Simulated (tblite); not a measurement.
Compound: C3H12ClNSi2.
Numbering: `[CH3:1][CH:2]([CH3:3])[NH:4][SiH2:5][SiH2:6][Cl:7]` (hydrogens: H8, H9, H10 on C1; H11 on C2; H12, H13, H14 on C3; H15 on N4; H16, H17 on Si5; H18, H19 on Si6)

A start from a force field or distance geometry was refined with GFN2-xTB geometry optimisation, gas phase in tblite. Values at the start:

```json
{"coordinate": "C1–C2", "start": "1.516 Å"}
{"coordinate": "C1–H8", "start": "1.091 Å"}
{"coordinate": "C2–N4", "start": "1.467 Å"}
{"coordinate": "C2–H11", "start": "1.103 Å"}
{"coordinate": "N4–Si5", "start": "1.702 Å"}
{"coordinate": "N4–H15", "start": "1.011 Å"}
{"coordinate": "Si5–Si6", "start": "2.306 Å"}
{"coordinate": "Si5–H16", "start": "1.483 Å"}
{"coordinate": "Si5–H17", "start": "1.483 Å"}
{"coordinate": "Si6–Cl7", "start": "2.054 Å"}
{"coordinate": "Si6–H18", "start": "1.491 Å"}
{"coordinate": "C1–C2–C3", "start": "110.9°"}
{"coordinate": "C1–C2–N4", "start": "111.9°"}
{"coordinate": "C2–N4–Si5", "start": "127.3°"}
{"coordinate": "C3–C2–N4", "start": "108.2°"}
{"coordinate": "N4–Si5–Si6", "start": "117.2°"}
{"coordinate": "Si5–Si6–Cl7", "start": "111.1°"}
{"coordinate": "C1–C2–N4–Si5", "start": "76°"}
{"coordinate": "C2–N4–Si5–Si6", "start": "56°"}
{"coordinate": "N4–Si5–Si6–Cl7", "start": "-62°"}
```

How do these coordinates change at the GFN2-xTB level?

```json
{"coordinate": "Si6–H18", "GFN2-xTB (Å or °)": "1.466", "change": "-0.025"}
{"coordinate": "C2–N4", "GFN2-xTB (Å or °)": "1.448", "change": "-0.019"}
{"coordinate": "Si6–Cl7", "GFN2-xTB (Å or °)": "2.035", "change": "-0.019"}
{"coordinate": "Si5–H17", "GFN2-xTB (Å or °)": "1.466", "change": "-0.017"}
{"coordinate": "N4–Si5", "GFN2-xTB (Å or °)": "1.717", "change": "+0.015"}
{"coordinate": "C1–C2", "GFN2-xTB (Å or °)": "1.530", "change": "+0.014"}
{"coordinate": "C2–H11", "GFN2-xTB (Å or °)": "1.096", "change": "-0.007"}
{"coordinate": "Si5–H16", "GFN2-xTB (Å or °)": "1.480", "change": "-0.003"}
{"coordinate": "C1–H8", "GFN2-xTB (Å or °)": "1.089", "change": "-0.002"}
{"coordinate": "Si5–Si6", "GFN2-xTB (Å or °)": "2.308", "change": "+0.002"}
{"coordinate": "N4–H15", "GFN2-xTB (Å or °)": "1.010", "change": "-0.001"}
{"coordinate": "N4–Si5–Si6", "GFN2-xTB (Å or °)": "107.4", "change": "-9.8"}
{"coordinate": "C2–N4–Si5", "GFN2-xTB (Å or °)": "124.9", "change": "-2.4"}
{"coordinate": "C3–C2–N4", "GFN2-xTB (Å or °)": "109.5", "change": "+1.3"}
{"coordinate": "Si5–Si6–Cl7", "GFN2-xTB (Å or °)": "111.4", "change": "+0.3"}
{"coordinate": "C1–C2–C3", "GFN2-xTB (Å or °)": "111.0", "change": "+0.1"}
{"coordinate": "C1–C2–N4", "GFN2-xTB (Å or °)": "111.9", "change": "0.0"}
{"coordinate": "N4–Si5–Si6–Cl7", "GFN2-xTB (Å or °)": "-89", "change": "-27"}
{"coordinate": "C1–C2–N4–Si5", "GFN2-xTB (Å or °)": "85", "change": "+9"}
{"coordinate": "C2–N4–Si5–Si6", "GFN2-xTB (Å or °)": "49", "change": "-7"}
```

The energy falls by 0.207 eV over 125 L-BFGS steps, the largest force on an atom goes from 0.89 to 0.009 eV/Å, and the atoms move by 0.369 Å rms after alignment. Among the bonds, C3–H13, Si6–H18 and Si6–H19 change most and about equally (-0.025 to -0.024 Å). Bonds longer at the end by more than 0.005 Å: 2 of 18; shorter: 9. Among the dihedrals that turn most is N4–Si5–Si6–H19, from 57° to 30°. Rotational constants go from 1912, 774.0, 646.1 to 1894, 792.7, 682.3 MHz.

Time: 1.0 s. Hardware: one thread, Arm Neoverse V2 (aarch64) (shared host).

Its GFN2-xTB frequencies are all real (lowest 22 cm⁻¹). One conformer, not necessarily the lowest. 3 starts were optimised and ended at 0.00, 0.75 and 1.85 kcal/mol (GFN2-xTB); the lowest of these is shown.

The numbers are calculated, not measured.
